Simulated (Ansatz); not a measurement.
`[NH2][GeH2][CH]=S` + `CSCF` → `[NH2][GeH2][S]CF` + `CC=S`  (formal exchange of groups at a Ge–C bond)

Isolated molecules relaxed with PBE0-D4/def2-TZVP in Ansatz; ΔE leaves out vibrations. CCSD(T)/CBS is the MP2 limit (def2-TZVPP, def2-QZVPP) plus CCSD(T) − MP2 in def2-TZVPP, frozen cores. Functionals use def2-TZVPP. B3LYP here is the variant with VWN-RPA as its local correlation; programs differ in this. For Ge outer-core shells are correlated without core-valence functions, which leaves a few kJ/mol of doubt a bond. Scalar relativity is left out up to krypton. Each species was taken in one conformer, which may not be the lowest.

```csv
level,ΔE (kJ/mol),difference from CCSD(T)/CBS
PBE-D4,-97.8,-6.7
r2SCAN-D4,-100.8,-9.7
PBE0-D4,-99.8,-8.7
B3LYP-D4,-97.3,-6.2
ωB97X-V,-95.1,-4.0
PBE,-96.3,-5.2
r2SCAN,-100.5,-9.4
B3LYP,-95.0,-3.9
MP2/def2-TZVPP,-94.3,-3.2
SCS-MP2/def2-TZVPP,-91.1,0.0
CCSD/def2-TZVPP,-92.2,-1.1
CCSD(T)/def2-TZVPP,-92.2,-1.1
MP2/def2-QZVPP,-93.4,-2.3
SCS-MP2/def2-QZVPP,-90.3,0.8
MP2/CBS(def2),-93.2,-2.1
CCSD/CBS(def2),-91.0,0.1
CCSD(T)/CBS,-91.1,0
```

Largest T1 diagnostic among the species: 0.016.

In def2-TZVPP, CCSD(T) changes the Hartree–Fock value by +5.1 kJ/mol (the triples alone add −0.1 kJ/mol) and MP2 by +3.0 kJ/mol.
